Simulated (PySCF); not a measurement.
**How methods differ on the ionisation energy of Ga²⁰⁺**

Ga²⁰⁺ [Ne] 3s1 (2S) → Ga²¹⁺ [Ne] (1S), as a difference of total energies. Calculation: PySCF 2.14, in an uncontracted even-tempered set (18 s from 1.9 bohr⁻², ratio 2.5; 11 p from 2.4 bohr⁻², ratio 2.5; 5 d from 9.5 bohr⁻², ratio 2.7; 4 f from 14 bohr⁻², ratio 2.7); the spin-free X2C one-electron Hamiltonian (Gaussian nucleus). Correlated levels: outer shells: 1s2 frozen; virtual orbitals above 40 to 60 times the deepest correlated orbital energy dropped. The calculations carry no spin-orbit coupling.

| method | ionisation energy (eV) | difference from reference (eV) |
| --- | --- | --- |
| UHF | 806.62 | -0.69 |
| LDA | 808.61 | +1.30 |
| PBE | 809.69 | +2.38 |
| PBE0 | 809.02 | +1.71 |
| r2SCAN | 806.59 | -0.72 |
| BLYP | 810.28 | +2.97 |
| B3LYP | 809.82 | +2.51 |
| MP2 (outer shells) | 807.24 | -0.07 |
| SCS-MP2 (outer shells) | 807.13 | -0.18 |

Reference: 807.31 eV (semi-empirical (NIST evaluation); NIST Atomic Spectra Database, ionization energies).

Breit and QED terms and the two-electron picture change are absent.
